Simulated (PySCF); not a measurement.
# How methods differ on the ionisation energy of Cr

Cr [Ar] 3d5 4s1 (7S) → Cr⁺ [Ar] 3d5 (6S), as a difference of total energies. Calculation: PySCF 2.14, in pcseg-2 (6s4p3d2f1g, 56 functions); no relativity, point nucleus. Correlated levels: valence: [Ar] frozen. The calculations carry no spin-orbit coupling.

```tsv
method	ionisation energy (eV)	difference from reference (eV)
UHF	5.924	-0.843
TPSS	7.073	+0.306
LDA	7.440	+0.673
MP2 (valence)	6.366	-0.401
SCS-MP2 (valence)	6.071	-0.696
```

Reference: 6.767 eV (measured; NIST Atomic Spectra Database, ionization energies).

These non-relativistic numbers lack the scalar-relativistic shift.

Errors of the correlated levels include the incompleteness of this basis and the frozen core.
